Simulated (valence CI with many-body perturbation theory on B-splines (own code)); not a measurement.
## Valence orbitals of Dy¹⁶⁺

Method: valence CI with perturbative core correlation (CI+MBPT): four valence electrons over a frozen Dirac-Fock core [Kr] 4d10, a basis of 7 s, 7 p, 7 d, 7 f, 4 g, 2 h functions for each j, with the one-electron correlation potential Σ1 (screened to all orders), the two-electron term Σ2, the three-electron term Σ3, Breit, model QED; selected single and double excitations, second order for the rest, scaled by the run's own slope (own B-spline code, finite nucleus).

No measured spectrum was set against this ion. As an estimate, terms of the open shell hold to a few per cent of their energy, and close levels can change places.

These are the spectroscopic orbitals of the CI (the correlating ones are not listed), shaped by the core and the other valence electrons. h is the expectation value of the core's Dirac-Fock operator, without the valence repulsion; Σ1 is computed up to l = 3 at one energy for each symmetry, that of its lowest orbital but kept below the first core excitation, so for empty shells it is not the orbital's own correlation shift; Breit and QED include the response of the core.

| Orbital | h (hartree) | Σ1 (cm⁻¹) | Breit (cm⁻¹) | QED (cm⁻¹) | ⟨r⟩ (bohr) |
| --- | --- | --- | --- | --- | --- |
| 5s1/2 | -15.511 | -18856 | 1442 | 1272 | 1.046 |
| 6s1/2 | -9.3135 | -5516 | 617 | 538 | 1.764 |
| 7s1/2 | -6.2563 | -2610 | 337 | 297 | 2.635 |
| 5p1/2 | -14.334 | -17860 | 2183 | -13.4 | 1.095 |
| 6p1/2 | -8.7437 | -5541 | 980 | -6.1 | 1.839 |
| 7p1/2 | -5.9345 | -2681 | 548 | -3.4 | 2.741 |
| 5p3/2 | -13.864 | -16526 | 1240 | 100 | 1.136 |
| 6p3/2 | -8.5223 | -5313 | 567 | 45.2 | 1.889 |
| 7p3/2 | -5.8112 | -2607 | 346 | 25.6 | 2.801 |
| 5d3/2 | -11.943 | -12042 | 621 | -70.4 | 1.247 |
| 6d3/2 | -7.5851 | -4727 | 331 | -36.4 | 2.042 |
| 7d3/2 | -5.2711 | -2454 | 194 | -21.2 | 3.016 |
| 5d5/2 | -11.85 | -11586 | 332 | -33.4 | 1.259 |
| 6d5/2 | -7.5392 | -4587 | 177 | -17.3 | 2.056 |
| 7d5/2 | -5.2447 | -2389 | 106 | -10.0 | 3.032 |
| 4f5/2 | -17.063 | -27276 | -391 | -233 | 0.6072 |
| 5f5/2 | -9.6276 | -8380 | -21.1 | -52.9 | 1.420 |
| 4f7/2 | -17.008 | -26789 | -1004 | -188 | 0.6108 |
| 5f7/2 | -9.6085 | -8327 | -171 | -40.8 | 1.423 |
| 5g7/2 | -8.029 |  | -34.3 | -4.5 | 1.539 |
| 5g9/2 | -8.0288 |  | -51.5 | -2.7 | 1.539 |

Among the shells of the start configuration 4f4, Σ1 is largest in size for 4f5/2, where it is 0.73 % of h.

Lowest root of each symmetry, sizes in configuration state functions:

| J | Parity | Roots | Reference | Variational | Second order | Change by selected CI (cm⁻¹) | Change by second order (cm⁻¹) |
| --- | --- | --- | --- | --- | --- | --- | --- |
| 0 | even | 7 | 37 | 10325 | 116706 | -7054 | -6 |
| 1 | even | 8 | 74 | 20593 | 316115 | -6111 | -6 |
| 2 | even | 19 | 125 | 29326 | 432537 | -6254 | -7 |
| 3 | even | 15 | 124 | 26229 | 618136 | -6160 | -14 |
| 4 | even | 22 | 132 | 28059 | 606907 | -5012 | -14 |
| 5 | even | 16 | 102 | 26565 | 623924 | -4959 | -10 |
| 6 | even | 15 | 82 | 27080 | 534120 | -4944 | -7 |
| 7 | even | 8 | 47 | 22401 | 206629 | -4969 | -4 |
| 8 | even | 8 | 29 | 17683 | 185765 | -5022 | -4 |
| 9 | even | 3 | 9 | 12067 | 111929 | -5738 | -5 |
| 10 | even | 2 | 3 | 5568 | 17123 | -5766 | -3 |
| 0 | odd | 2 | 25 | 6877 | 72754 | -9739 | -14 |
| 1 | odd | 8 | 71 | 22243 | 215412 | -8214 | -10 |
| 2 | odd | 13 | 104 | 31995 | 403187 | -8242 | -12 |
| 3 | odd | 14 | 119 | 31999 | 421386 | -8182 | -19 |
| 4 | odd | 14 | 115 | 31997 | 460412 | -7641 | -20 |
| 5 | odd | 12 | 96 | 31996 | 418904 | -7760 | -15 |
| 6 | odd | 8 | 69 | 28600 | 356489 | -7752 | -11 |
| 7 | odd | 6 | 44 | 22680 | 282761 | -7757 | -10 |
| 8 | odd | 4 | 25 | 15860 | 186404 | -7787 | -9 |
| 9 | odd | 1 | 12 | 7884 | 125909 | -8412 | -18 |
